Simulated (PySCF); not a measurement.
A survey of $^{29}$Si NMR shifts

Theoretical values (PySCF 2.14): shieldings: GIAO PBE0/pcSseg-1, GFN2-xTB structure. Rapidly exchanging positions averaged, relativity neglected, a single conformation, isolated molecule.

Shieldings were converted by a linear fit to measured shifts: $^{29}$Si (scatter 8.9 ppm rms, 25.8 ppm with the 6 outliers that the fit left out vs TMS, solution or neat liquid). Occasional misses reach two or three times the rms, and more in compound classes unlike the fitted ones.

(1) Give the $^{29}$Si shifts of `C[Si@]([SiH3])(Cl)O[SiH2]O`, `CSC[Si](O)(O)O`, `CC(=O)O[C@@H]1CC[Si]1(N)N`.

(2) Match the shifts -17.9, -39.5, -69.5 ppm to `C[SiH2]OS(C)(=O)=O`, `CCC#C[SiH2]P`, `C=C(C)[SiH2][C@H](F)C(Cl)Cl`.

Results:

(1) 
```json
{"compound": "[CH3:1][Si@:2]([SiH3:3])([Cl:4])[O:5][SiH2:6][OH:7]", "environment": "Si2: silicon bonded to C, Cl, O, Si", "δ (ppm)": "5.8"}
{"compound": "[CH3:1][Si@:2]([SiH3:3])([Cl:4])[O:5][SiH2:6][OH:7]", "environment": "Si6: silicon bonded to 2 O, 2 H", "δ (ppm)": "-37.8"}
{"compound": "[CH3:1][Si@:2]([SiH3:3])([Cl:4])[O:5][SiH2:6][OH:7]", "environment": "Si3: silicon bonded to Si, 3 H", "δ (ppm)": "-104.1"}
{"compound": "CSC[Si](O)(O)O", "environment": "silicon bonded to C, 3 O", "δ (ppm)": "-47.5"}
{"compound": "CC(=O)O[C@@H]1CC[Si]1(N)N", "environment": "silicon bonded to 2 C, 2 N, in a 4-membered ring", "δ (ppm)": "-11.2"}
```

(2) -17.9: C[SiH2]OS(C)(=O)=O (silicon bonded to C, O, 2 H); -39.5: C=C(C)[SiH2][C@H](F)C(Cl)Cl (silicon bonded to 2 C, 2 H); -69.5: CCC#C[SiH2]P (silicon bonded to C, P, 2 H).
